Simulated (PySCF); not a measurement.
**Atomic charges by several schemes**

C₄H₉NO₂Si.
Numbering: `[CH3:1][O:2][SiH2:3][O:4][CH2:5][CH2:6][C:7]#[N:8]` (hydrogens: H9, H10, H11 on C1; H12, H13 on Si3; H14, H15 on C5; H16, H17 on C6)

Geometry (GFN2-xTB, Å), atoms numbered from 1 in this order:
```
atom  x, y, z in Å
C1    -3.1719   -0.3528    0.8281
O2    -1.8538   -0.0780    0.4624
Si3   -1.2458    0.1925   -1.0172
O4     0.3231    0.5203   -0.8204
C5     1.3063   -0.2209   -0.1640
C6     2.5590    0.6523   -0.0128
C7     3.6285   -0.0761    0.6148
N8     4.4726   -0.6642    1.1127
H9    -3.5272   -1.2667    0.3469
H10   -3.2023   -0.4790    1.9109
H11   -3.8324    0.4686    0.5415
H12   -1.4725   -0.9877   -1.8564
H13   -1.6918    1.4385   -1.6198
H14    1.5465   -1.1177   -0.7494
H15    0.9500   -0.5389    0.8222
H16    2.8856    0.9903   -0.9999
H17    2.3189    1.5316    0.5905
```

Density: PBE0/pcSseg-1 (PySCF); schemes: Mulliken, IAO, Hirshfeld and ESP-fitted. Geometry: GFN2-xTB, one conformer, isolated molecule.

Question: Atoms with like bonding are taken together and averaged. Which atoms carry the lowest charge in the Mulliken, IAO, Hirshfeld and ESP-fitted schemes?

Answer: The schemes don't all agree: Mulliken O2 (-0.642); IAO O2 (-0.651); Hirshfeld N8 (-0.231); ESP-fitted O4 (-0.535).

Question: Do the Mulliken, IAO, Hirshfeld and ESP-fitted schemes agree on where the charge is highest?

Answer: All schemes agree: Mulliken Si3 (+0.973); IAO Si3 (+1.221); Hirshfeld Si3 (+0.445); ESP-fitted Si3 (+0.747).

Question: What partial charge does each atom carry?

Answer: In e; atoms taken as equivalent share a row and are averaged (×n: the atom named and its like, n in all):

| atom | environment | Mulliken | IAO | Hirshfeld | ESP-fitted |
| --- | --- | --- | --- | --- | --- |
| C1 | methoxy carbon | -0.005 | -0.196 | -0.029 | -0.261 |
| O2 | silyl ether oxygen | -0.642 | -0.651 | -0.230 | -0.322 |
| Si3 | oxygen-bound silicon | +0.973 | +1.221 | +0.445 | +0.747 |
| O4 | silyl ether oxygen | -0.640 | -0.642 | -0.217 | -0.535 |
| C5 | sp3 carbon bound to oxygen | +0.110 | -0.032 | +0.024 | +0.401 |
| C6 | sp3 carbon next to a nitrile | -0.211 | -0.304 | -0.044 | -0.333 |
| C7 | nitrile carbon | +0.033 | +0.140 | +0.087 | +0.378 |
| N8 | nitrile nitrogen | -0.245 | -0.248 | -0.231 | -0.478 |
| H9/H10/H11 | methyl hydrogen | +0.107 | +0.140 | +0.047 | +0.129 |
| H12/H13 | Si–H hydrogen | -0.151 | -0.177 | -0.087 | -0.138 |
| H14/H15 | methylene hydrogen | +0.128 | +0.139 | +0.045 | -0.005 |
| H16/H17 | methylene hydrogen | +0.175 | +0.186 | +0.070 | +0.150 |

Mean size of the charges over all atoms: IAO 0.286 e, ESP-fitted 0.261 e, Mulliken 0.241 e, Hirshfeld 0.109 e. Each set sums to the total charge, 0, to within 0.001 e. The Mulliken scheme counts on each atom the diagonal of the density matrix times the overlap matrix over that atom's basis functions.

Some averages cover members that differ in this geometry: H9/H10/H11, IAO +0.130 to +0.157 e.

Question: How many electrons does the Hirshfeld scheme count on C1?

Answer: Z − q = 6 − (-0.029) = 6.029.

Question: Sum the charges by element, for elements with more than one atom.

Answer: 
| element | atoms | Mulliken | IAO | Hirshfeld | ESP-fitted |
| --- | --- | --- | --- | --- | --- |
| C | 4 | -0.072 | -0.392 | +0.038 | +0.186 |
| O | 2 | -1.282 | -1.294 | -0.447 | -0.857 |
| H | 9 | +0.627 | +0.714 | +0.196 | +0.402 |

Question: How closely do the schemes follow one another over all atoms?

Answer: Correlation coefficient and root-mean-square difference: Mulliken with IAO 0.98, 0.092 e; IAO with Hirshfeld 0.96, 0.260 e; Mulliken with Hirshfeld 0.96, 0.206 e; Hirshfeld with ESP-fitted 0.90, 0.198 e; IAO with ESP-fitted 0.87, 0.202 e; Mulliken with ESP-fitted 0.86, 0.179 e.
